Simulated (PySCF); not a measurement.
Sn(H)(Cl)2(OMe) (CH4Cl2OSn), SMILES [SnH]([Cl])([Cl])[O]C. Geometry optimised at B3LYP-D3(BJ)/def2-SVP. The structure was generated by enumeration; whether it is a known compound was not checked. The def2 effective core potentials stand for the cores of Sn; spin–orbit coupling is left out. One conformer was computed; it need not be the lowest.

Computed equilibrium geometry at B3LYP-D3(BJ)/def2-SVP (PySCF confirms it by a frequency run) as Cartesian coordinates in Å, and its point group (one conformer of several):
point group Cs.
```xyz
9

Sn     0.5146     0.1270     0.0000
Cl    -0.6589     0.9084     1.8879
Cl    -0.6589     0.9084    -1.8879
O      0.4015    -1.8426     0.0000
C     -0.8532    -2.4990     0.0000
H      2.1515     0.5935     0.0000
H     -1.4533    -2.2548    -0.8961
H     -0.6641    -3.5848     0.0000
H     -1.4533    -2.2548     0.8961
```
Charge 0, spin multiplicity 1.
